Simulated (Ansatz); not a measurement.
Gas-phase electronic energies from Ansatz, PBE0-D4/def2-TZVP geometries. CBS: MP2 limit from def2 TZ/QZ plus the TZ coupled-cluster correction, frozen cores. This one scheme is used for every species. DFT in def2-TZVPP. HSE06 is defined as in plane-wave codes. Open shells (•) are unrestricted, without spin–orbit coupling. Elements past krypton have def2 core potentials. For Sn outer-core shells are correlated without core-valence functions, which leaves a few kJ/mol of doubt a bond. Each species was taken in one conformer, which may not be the lowest.

`C[O][SnH]([F])[Cl]` → `[CH3]`• + `[O][SnH]([F])[Cl]`•  (homolysis of the C–O bond)

`C[O][SnH]([F])[Cl]`:

Cartesian coordinates in Å:
```
C 1.111 0.835 0.535
O -0.045 0.945 -0.274
Sn -1.153 -0.589 -0.656
F -0.047 -1.833 -1.592
Cl -1.650 -1.658 1.325
H 1.510 1.843 0.672
H 1.882 0.219 0.060
H 0.885 0.418 1.522
H -2.493 -0.179 -1.593
```

`[CH3]`•:

```xyz
4

C     0.000    0.000    0.000
H     0.899    0.230   -0.553
H    -0.657   -0.786   -0.342
H    -0.242    0.556    0.894
```

`[O][SnH]([F])[Cl]`•:

Z-matrix (Å, degrees):
```
Sn
O 1 1.971
Cl 1 2.291 2 106.9
F 1 1.903 2 106.9 3 -112.0
H 1 1.690 2 112.1 3 128.1
```

```
        level  ΔE (kJ/mol)
     HSE06-D4        408.5
       revPBE        383.6
 MP2/def2-SVP        441.0
MP2/CBS(def2)        465.7
```

(1) What does CCSD(T)/CBS give? (Best estimate.)

Largest T1 diagnostic among the species: 0.015.

## Answers

(1) Ansatz gave: +428.0 kJ/mol. The listed levels differ from it by -19.5, -44.4, 13.0, 37.7 kJ/mol.

Leaving LDA and LC-ωPBE aside and taking each functional with its dispersion term where it has one, the values, not all of them listed here, spread over 41.7 kJ/mol, from BHLYP-D4 to PBE-D4. LDA lies +97.8 kJ/mol from PBE without D4, its usual overbinding. From BLYP to BHLYP (50 % exact exchange), in def2-TZVPP and without D4, ΔE moves by −14.8 kJ/mol: exact exchange takes away binding that semilocal exchange gives to molecules.
